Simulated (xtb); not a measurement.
C$_{4}$H$_{4}$S, charge -1, doublet, at a GFN2-xTB geometry (a state made from the parent by changing its charge; the spin is typed, not shown lowest); GFN1-xTB (xtb 6.7.1).

Input for xtb:
```
$ xtb mol.xyz --gfn 1 --chrg -1 --uhf 1 --etemp 5000 --json

# file mol.xyz
9

C      0.37858705    -1.40799270     0.17076680
C     -0.96397958    -1.08753912     0.20720749
C     -1.23029263     0.24736622    -0.10972511
S      0.27791884     1.18476965    -0.17944570
C      1.21958090    -0.29303038     0.11664142
H      0.77263208    -2.41463041     0.26988164
H     -1.76243806    -1.80491837     0.36921296
H     -2.13061493     0.79473067     0.13096781
H      2.25034507    -0.28432037    -0.20827477
```

Question: Write the output that xtb gives for this input, abridged.

Answer: 
```
   ID    Z sym.   atoms
    1    6 C      1-3, 5
    2   16 S      4
    3    1 H      6-9

           -------------------------------------------------
          |                Calculation Setup                |
           -------------------------------------------------

           -------------------------------------------------
          |                 G F N 1 - x T B                 |
           -------------------------------------------------

          ...................................................
          :                      SETUP                      :
          :.................................................:
          :  # basis functions                  34          :
          :  # atomic orbitals                  33          :
          :  # shells                           19          :
          :  # electrons                        27          :
          :  # halogen bonds                     0          :
          :  max. iterations                   250          :
          :  Hamiltonian                  GFN1-xTB          :
          :  restarted?                      false          :
          :  GBSA solvation                  false          :
          :  PC potential                    false          :
          :  electronic temp.         5000.0000000     K    :
          :  accuracy                    1.0000000          :
          :  -> integral cutoff          0.2500000E+02      :
          :  -> integral neglect         0.1000000E-07      :
          :  -> SCF convergence          0.1000000E-05 Eh   :
          :  -> wf. convergence          0.2000000E-04 e    :
          :  Broyden damping             0.4000000          :
          :  net charge                         -1          :
          :  unpaired electrons                  1          :
          ...................................................

 iter      E             dE          RMSdq      gap      omega  full diag
   1    -14.5850845 -0.145851E+02  0.994E+00    1.96       0.0  T
   2    -14.6013812 -0.162967E-01  0.581E+00    2.10       1.0  T
   3    -14.5983388  0.304239E-02  0.920E-01    1.89       1.0  T
   4    -14.6028405 -0.450170E-02  0.151E-01    2.08       1.0  T
   5    -14.6030320 -0.191422E-03  0.319E-02    2.04       1.0  T
   6    -14.6030396 -0.761991E-05  0.198E-03    2.05      16.9  T
   7    -14.6030396 -0.144964E-07  0.263E-04    2.05     126.5  T
   8    -14.6030396 -0.173934E-09  0.145E-04    2.05     229.3  T
[...]
         :: total energy             -14.422856754606 Eh    ::
[...]
        24        0.0000            0.2419647               6.5842
        25                          0.3704349              10.0800
       ...                                ...                  ...
        33                          0.8735284              23.7699
      -------------------------------------------------------------
                  HL-Gap            0.0752582 Eh            2.0479 eV
             Fermi-level           -0.0417279 Eh           -1.1355 eV

  Mulliken/CM5 charges         n(s)   n(p)   n(d)
     1C    -0.12174 -0.17482   1.027  3.094  0.000
     2C    -0.12174 -0.17482   1.027  3.094  0.000
     3C    -0.16700 -0.20716   1.044  3.123  0.000
     4S    -0.20235 -0.23858   1.925  4.220  0.057
     5C    -0.16700 -0.20716   1.044  3.123  0.000
     6H    -0.05468  0.00046   1.055  0.000  0.000
     7H    -0.05468  0.00046   1.055  0.000  0.000
     8H    -0.05541  0.00080   1.055  0.000  0.000
     9H    -0.05541  0.00080   1.055  0.000  0.000

Wiberg/Mayer (AO) data.
largest (>0.10) Wiberg bond orders for each atom

 ---------------------------------------------------------------------------
     #   Z sym  total        # sym  WBO       # sym  WBO       # sym  WBO
 ---------------------------------------------------------------------------
     1   6 C    3.883 --     2 C    1.401     5 C    1.386     6 H    0.972
     2   6 C    3.883 --     1 C    1.401     3 C    1.386     7 H    0.972
     3   6 C    3.633 --     2 C    1.386     4 S    1.082     8 H    0.983
     4  16 S    2.277 --     5 C    1.082     3 C    1.082
     5   6 C    3.633 --     1 C    1.386     4 S    1.082     9 H    0.983
     6   1 H    1.007 --     1 C    0.972
     7   1 H    1.007 --     2 C    0.972
     8   1 H    1.012 --     3 C    0.983
     9   1 H    1.012 --     5 C    0.983
 ---------------------------------------------------------------------------

Topologies differ in total number of bonds
Writing topology from bond orders to xtbtopo.mol

 dipole moment from electron density (au)
     X       Y       Z
   0.0723   0.3083  -0.0467  total (Debye):    0.814

           -------------------------------------------------
          | TOTAL ENERGY              -14.422856754606 Eh   |
          | GRADIENT NORM               0.031829708232 Eh/α |
          | HOMO-LUMO GAP               2.047878938492 eV   |
           -------------------------------------------------

normal termination of xtb
```
